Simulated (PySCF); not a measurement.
Correlation energy of Al²⁺ (aluminium, charge +2)

[Ne] 3s1, 2S determinant. All numbers are calculated (PySCF 2.14, the spin-free X2C one-electron Hamiltonian (Gaussian nucleus), in x2c-QZVPPall with one added diffuse shell each of s, p, d, f type (10s7p5d3f1g, 86 functions)). Frozen: 1s2; 9 electrons correlated.

MP2 pair energies summed by pair of shells (mhartree):

```csv
pair,energy,share (%)
2p-2p,-110.46,68.1
2s-2p,-33.93,20.9
2p-3s,-11.02,6.8
2s-2s,-5.60,3.5
2s-3s,-1.08,0.7
```

Total MP2 correlation energy: -162.09 mhartree.

Same-spin part -46.77 and opposite-spin part -115.32 mhartree; SCS-MP2 scales them by 1/3 and 6/5 to -153.98 mhartree.

This basis was not built for core-valence correlation, so the inner-shell part is incomplete.
